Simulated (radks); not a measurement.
Fe II, configuration [Ar] 3d6 4s1.

Method: scalar-relativistic Kohn-Sham, r2SCAN, spin-polarised, spherical densities, finite nucleus; open shells are filled with parallel spins first; meta-GGA in the generalised Kohn-Sham scheme; Fermi nuclear charge, rms radius 3.7377 fm; computed with a radial shooting solver on a logarithmic mesh with Libxc functionals.

Energy parts (hartree):
total: -1272.53057
kinetic: 1287.81048
electron-nucleus: -3035.53145
Hartree: 530.98282
exchange-correlation: -55.79242

Orbitals (lengths in bohr, moments of r in powers of bohr):
orbital,occ.,eigenvalue (hartree),<r>,<1/r>,<r^2>
1s up,1,-258.3883,0.05846,25.97,0.004598
1s down,1,-258.3876,0.05847,25.97,0.004598
2s up,1,-30.78296,0.2666,5.571,0.08397
2s down,1,-30.69349,0.2661,5.582,0.08361
2p up,3,-26.21110,0.2356,5.451,0.06826
2p down,3,-26.14261,0.2351,5.461,0.06789
3s up,1,-3.95993,0.8097,1.747,0.7566
3s down,1,-3.75405,0.8134,1.735,0.7634
3p up,3,-2.66189,0.8568,1.604,0.8653
3p down,3,-2.45661,0.8621,1.592,0.8762
3d up,5,-0.65499,1.090,1.232,1.560
3d down,1,-0.45686,1.153,1.191,1.790
4s up,1,-0.49221,2.644,0.4904,7.966
4s down,0,-0.36493,2.883,0.4476,9.558

The highest occupied level is 3d down at -12.432 eV. The spin density at the nucleus is 7.134 e/bohr^3 (1s 0.141, 2s -2.495, 3s 1.634, 4s 7.854). For comparison, the ionisation energy in NIST's Atomic Spectra Database is 16.199 eV (measured). In exact Kohn-Sham theory the highest level is minus the ionisation energy, but local and semilocal functionals leave it too shallow, through self-interaction and a potential that decays too fast; potentials with the right tail come closer. The density falls to 0.001 e/bohr^3 at r = 3.84 bohr. Summed over all electrons, <r^2> = 24.89 bohr^2, which gives a Langevin (diamagnetic) susceptibility term of -19.7 x 10^-6 cm^3/mol.
